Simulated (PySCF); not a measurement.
# Spin–spin couplings to the heavy atom in `CCC[CH2][GeH3]`, C4H12Ge

Geometry (Å), atoms numbered from 1 in this order:
```xyz
17

C     2.0934   -0.0400    0.2945
C     0.6452   -0.1867    0.7316
C    -0.0936   -1.2999   -0.0006
C    -1.5354   -1.5079    0.4540
Ge   -2.7266    0.0310    0.1814
H     2.6016    0.7716    0.8366
H     2.1642    0.1839   -0.7821
H     2.6613   -0.9674    0.4748
H     0.1173    0.7715    0.5771
H     0.5996   -0.3771    1.8189
H     0.4675   -2.2433    0.1290
H    -0.0740   -1.0908   -1.0856
H    -1.9882   -2.3567   -0.0834
H    -1.5710   -1.7679    1.5258
H    -2.4943    1.1340    1.2334
H    -2.4883    0.6376   -1.2180
H    -4.1969   -0.4238    0.2799
```

Level of theory for the indirect couplings: PBE0/pcJ-1 (dyall-v2z on Ge), gas phase, finite nuclei, structure from PBE0-D3(BJ)/def2-SVP (PySCF 2.14.0).

Non-relativistic values:
```json
{"coupling": "1J(73Ge,13C)", "atoms": "Ge5 – C4", "J (Hz)": "-17.8"}
{"coupling": "1J(73Ge,1H)", "atoms": "Ge5 – H15/H16/H17", "J (Hz)": "-80.6"}
{"coupling": "2J(73Ge,13C)", "atoms": "Ge5 – C3", "J (Hz)": "1.3"}
{"coupling": "2J(73Ge,1H)", "atoms": "Ge5 – H13/H14", "J (Hz)": "2.9"}
{"coupling": "3J(73Ge,13C)", "atoms": "Ge5 – C2", "J (Hz)": "-1.2"}
{"coupling": "3J(73Ge,1H)", "atoms": "Ge5 – H11/H12", "J (Hz)": "-5.2"}
```

**Question.** What do two-component X2C with spin–orbit coupling give?

**Answer.** 
```json
{"coupling": "1J(73Ge,13C)", "atoms": "Ge5 – C4", "with spin–orbit (Hz)": "-18.6"}
{"coupling": "1J(73Ge,1H)", "atoms": "Ge5 – H15/H16/H17", "with spin–orbit (Hz)": "-88.4"}
{"coupling": "2J(73Ge,13C)", "atoms": "Ge5 – C3", "with spin–orbit (Hz)": "1.4"}
{"coupling": "2J(73Ge,1H)", "atoms": "Ge5 – H13/H14", "with spin–orbit (Hz)": "2.9"}
{"coupling": "3J(73Ge,13C)", "atoms": "Ge5 – C2", "with spin–orbit (Hz)": "-1.3"}
{"coupling": "3J(73Ge,1H)", "atoms": "Ge5 – H11/H12", "with spin–orbit (Hz)": "-5.9"}
```

The largest listed coupling, 1J(73Ge,1H), ends at 1.10 times its non-relativistic value. Equivalent partners are averaged, as under fast rotation. In the static structure 3J(73Ge,1H) spreads over -9.5, -2.3 Hz.
